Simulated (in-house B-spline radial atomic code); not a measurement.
Whole-atom quantities along the 54-electron series, configuration [Kr] 4d10 4f6 5s2. Computed with a radial B-spline atomic code at the basis-set limit: non-relativistic Hartree-Fock, average of the configuration, point nuclei.

This level leaves out relativity, spin-orbit splitting included, which matters for heavy ions.

| ion | Z | E/Z² (Eh) | Σ<r²> (bohr²) | n(0)/Z³ (bohr⁻³) | Lamb diamagnetic shielding (ppm) | repulsion over attraction |
| --- | --- | --- | --- | --- | --- | --- |
| Tb11+ | 65 | -2.649 | 15.054 | 0.7125 | 7151.28 | 0.14522 |
| Dy12+ | 66 | -2.6627 | 14.054 | 0.713 | 7286.99 | 0.14383 |
| Ho13+ | 67 | -2.6761 | 13.168 | 0.71349 | 7422.58 | 0.14244 |
